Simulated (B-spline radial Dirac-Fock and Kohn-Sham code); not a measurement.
**What relativity does to the binding energies of Rb²⁰⁺**

System: the Rb²⁰⁺ ion, configuration 1s2 2s2 2p6 3s2 3p5.

Both columns are ΔSCF binding energies of the configuration average from a B-spline atomic structure program: non-relativistic Hartree-Fock with a point nucleus, and Dirac-Fock with a finite nucleus and the Coulomb interaction alone, averaged over the two j levels with weights 2j+1.

| shell | Hartree-Fock (eV) | Dirac-Fock (eV) | shift (eV) | shift (%) |
| --- | --- | --- | --- | --- |
| 1s | 15786.8 | 16077.4 | +290.53 | +1.84 |
| 2s | 2829.1 | 2898.3 | +69.26 | +2.45 |
| 3s | 976.1 | 993.5 | +17.35 | +1.78 |
| 3p | 906.1 | 912.0 | +5.83 | +0.64 |

Relativity binds 1s, 2s, 3s, 3p more strongly, among those listed most of all 2s in relative terms.

Values without a named source are computed, but for edge energies of neutral atoms, which are taken from tables.
